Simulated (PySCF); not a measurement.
CH6GeO3.

```xyz
11

C      0.0000     0.0000    -1.9546
Ge     0.0000     0.0000    -0.0190
O     -1.3231     1.0231     0.6413
O      1.5476     0.6343     0.6413
O     -0.2245    -1.6574     0.6413
H     -0.2700     1.0073    -2.3238
H      1.0074    -0.2698    -2.3238
H     -0.7373    -0.7375    -2.3238
H     -1.8116     0.4998     1.3052
H      1.3387     1.3189     1.3052
H      0.4729    -1.8188     1.3052
```

Coordinates come from a PBE-D3(BJ)/def2-SVP optimisation. One conformer was computed; it need not be the lowest.

Calculation: PBE/pcSseg-1 in PySCF. Non-relativistic, no solvent.

Give the absolute GIAO shielding of each atom: isotropic value and principal components (ppm). (An estimate is asked for; the answer gives what the named calculation found.)


```csv
atom,σ(iso),σ11,σ22,σ33,span
C1,178.3,172.2,172.2,190.5,18.3
Ge2,1176.9,1132.4,1132.4,1265.9,133.5
O3,247.6,209.7,232.1,301.1,91.4
O4,247.6,209.7,232.1,301.1,91.4
O5,247.6,209.7,232.1,301.1,91.4
H6,30.3,25.4,27.8,37.7,12.3
H7,30.3,25.4,27.8,37.7,12.3
H8,30.3,25.4,27.8,37.7,12.3
H9,29.8,22.3,25.2,42.0,19.8
H10,29.8,22.3,25.2,42.0,19.8
H11,29.8,22.3,25.2,42.0,19.8
```
